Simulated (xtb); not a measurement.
Se(Me)(SH) (CH4SSe), SMILES C[Se]S. All values are semi-empirical tight-binding results from xtb (GFN2-xTB unless named), good for trends rather than for accurate numbers. Geometry: GFN2-xTB. One conformer was computed; it need not be the lowest.

Computed properties:
- orbital gap: 3.48 eV
- zero-point energy: 27.9 kcal/mol
- G − E(el) at 298.15 K (modified RRHO): 9.4 kcal/mol
- static polarisability (D4 model): 62.8 bohr³
- solvation energy, GFN2-xTB/ALPB(water): -1.2 kcal/mol
- solvation energy, GFN2-xTB/ALPB(thf): -5.5 kcal/mol
